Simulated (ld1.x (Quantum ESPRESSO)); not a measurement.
**copper (Cu): one change to a PAW potential, before and after**

- Element: Cu (Z = 29)
- Generator: ld1.x (Quantum ESPRESSO) 7.5
- Type: PAW
- Functional: PBE
- Relativity: scalar-relativistic
- Frozen core: [Ar]
- Valence charge: 11
- Reference configuration: 3d10 4s0.5 4p0.5
- Partial waves: 4s (bound): rcut 1.60, rcutus 2.20 bohr; 4s channel at 0.4 Ry: rcut 1.60, rcutus 2.20 bohr; 4p (bound): rcut 2.50, rcutus 2.95 bohr; 4p channel at 1.25 Ry: rcut 2.50, rcutus 2.95 bohr; 3d (bound): rcut 1.35, rcutus 1.55 bohr; 3d channel at 0.05 Ry: rcut 1.35, rcutus 1.55 bohr
- Local potential: all-electron potential smoothed inside 2.30 bohr (lloc = -1)
- Core correction: Bessel-smoothed model core inside 1.40 bohr
- Augmentation charge: BESSEL, radius 1.15 bohr

All-electron outer shells of the reference configuration (PBE, scalar-relativistic, ld1.x):

```
shell  level (eV)  outermost node (bohr)  outermost maximum (bohr)
   3s     -115.85                   0.29                      0.61
   3p      -73.30                   0.26                      0.62
   3d       -6.18                      –                      0.60
   4s       -5.42                   0.89                      2.24
   4p       -1.27                   0.97                      3.47
```

Change: waves 4s (bound): rcut 1.60, rcutus 2.62 bohr; 4s channel at 0.4 Ry: rcut 1.60, rcutus 2.62 bohr.

Cutoffs: the cutoffs (Ry, on a coarse ladder) from which the occupation-weighted sum of valence levels, in a spherical-Bessel basis at the reference potential, stays within 10 and 1 mRy of its value at 400 Ry; they do not see the model core or the augmentation charge, which bear on the density cutoff. Errors are all-electron minus pseudo energies relative to the spin-unpolarised reference configuration.

Task: How do hardness, ghosts and transferability respond?

Result: The potential gets neither clearly harder nor softer (45 Ry and 80 Ry → 45 Ry and 80 Ry); of the 7 tests that both files solve, the error grows in 0 and shrinks in 5 by more than 15 % and 0.3 meV (median size 2.9 → 1.6 meV); the range in which the s phases agree narrows (upper end at the end of the scan → 2.1); neither file shows a bound ghost. That the errors move this way runs against the usual rule that smaller radii transfer better.

| quantity | base | changed |
| --- | --- | --- |
| cutoff, loose | 45 Ry | 45 Ry |
| cutoff, tight | 80 Ry | 80 Ry |
| bound ghosts | none | none |
| error for 3d10 4s1 4p0, meV [ΔE -2.01 eV] | -0.4 | +0.1 |
| error for 3d10 4s0 4p0, meV [ΔE 6.14 eV] | -2.9 | -1.6 |
| error for 3d9 4s0 4p0, meV [ΔE 27.47 eV] | -66 | -68 |
| error for 3d9 4s1 4p1, meV [ΔE 4.80 eV] | -64 | -48 |
| error for 3d9 4s2 4p0, meV [ΔE -0.04 eV] | -77 | -31 |
| error for 3d10 4s0.5 4p0, meV [ΔE 1.15 eV] | -0.1 | -0.2 |
| error for 3d10 4s0 4p1, meV [ΔE 2.13 eV] | -1.0 | -0.6 |
| s: phases at 3.20 bohr within 0.05 rad from the reference energy up to (Ry; the scan ends near 5) | to the end of the scan | 2.1 |
| p: phases at 3.20 bohr within 0.05 rad from the reference energy up to (Ry; the scan ends near 5) | 2.8 | 2.8 |
| d: phases at 3.20 bohr within 0.05 rad from the reference energy up to (Ry; the scan ends near 5) | 4.2 | 4.2 |
| lowest overlap eigenvalue by channel | s 0.41, p 0.68, d 1.00 | s 0.40, p 0.68, d 1.00 |
